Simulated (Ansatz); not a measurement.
Other settings, tried on InGaN₂.

```yaml
crystal:
  periodic: [false, false, false]
  atoms:
    - {symbol: Ga, position_ang: [-0.000983, 2.162090, -0.153095]}
    - {symbol: In, position_ang: [0.001039, -2.294604, 0.162481]}
    - {symbol: N, position_ang: [-0.597996, 0.054900, -0.161239]}
    - {symbol: N, position_ang: [0.597949, 0.077614, 0.151853]}
basis:
  gaussian: {orbitals: def2-mTZVPP}
hamiltonian: {xc: {name: wB97X-V}}
scf: {omitted_lower_state_checks: [starts]}
output: {forces: true}
```

```sh
$ ansatz run in.yaml --threads 2 --pin off --events-out ev --progress --plain --max-ram 4352MiB
```

Shortened log:

```
Functional definition: wB97X-V
  name "wB97X-V"
  cite "Mardirossian & Head-Gordon, Phys. Chem. Chem. Phys. 16, 9904 (2014) doi:10.1039/C3CP54374A"
  cite "Becke, J. Chem. Phys. 107, 8554 (1997) doi:10.1063/1.475007"
  cite "Vydrov & Van Voorhis, J. Chem. Phys. 133, 244103 (2010) doi:10.1063/1.3521275"
  parameter omega = 0.3/bohr
  parameter cx = 0.167
  parameter cx1 = 0.603
  parameter cx2 = 1.194
  parameter css0 = 0.556
  parameter css1 = -0.257
  parameter cos0 = 1.219
  parameter cos1 = -1.850
  parameter b = 6.0
  parameter c = 0.01
  exchange = spin_sum(e_x_unif_sr(omega)*poly(b97_u_x, 1 - cx, cx1, cx2)) + cx*exact_x_sr(omega) + exact_x_lr(omega)
  correlation = spin_sum(e_c_pw_same_spin*poly(b97_u_same, css0, css1))
      + integral(e_c_pw_opposite_spin*poly(b97_u_opposite, cos0, cos1)) + vv10(b, c)
these checks for a lower state are left out or cut short: starts
1196 factors; integrals over basis functions are off by at most 5.3e-4 eV
279 factors; integrals over basis functions are off by at most 5.0e-5 eV
mean field evaluation 1: about -60519.4351 eV, gradient 4.8e1 eV
mean field evaluation 2: about -60514.1140 eV, gradient 6.9e1 eV
mean field evaluation 4: about -60525.4039 eV, gradient 1.6e0 eV
mean field evaluation 8: about -60525.4649 eV, gradient 1.3e-1 eV
mean field evaluation 16: about -60525.4650 eV, gradient 4.2e-4 eV
mean field -60525.46496667 eV, -2224.2698118916 hartree, gradient 2.3e-5 eV, S^2 0.000000; 0 other end points of the search recorded, 0 dependent functions left out
the calculation of the forces begins
reference -60525.46496456 eV, -2224.2698118139 hartree; 33, 33 occupied and 87, 87 virtual orbitals, 1196 factors
Total energy: -60525.46496456 eV, -2224.2698118139 hartree
Atom 0 at    -0.000983     2.162090    -0.153095 Å, force     0.000378    -0.814579     0.057674 eV/Å
Atom 1 at     0.001039    -2.294604     0.162481 Å, force    -0.000380     0.853523    -0.060437 eV/Å
Atom 2 at    -0.597996     0.054900    -0.161239 Å, force     0.290688    -0.013949     0.077482 eV/Å
Atom 3 at     0.597949     0.077614     0.151853 Å, force    -0.290686    -0.024995    -0.074718 eV/Å
Dipole moment:     0.000162    -0.371694     0.026319 e Å
Checks for a lower state left out: starts
```

Hardware: 2 threads of Intel Xeon Platinum 8488C on a shared host. Wall time 6.5 s.

In the def2 sets In takes a core potential; there is no spin–orbit coupling.
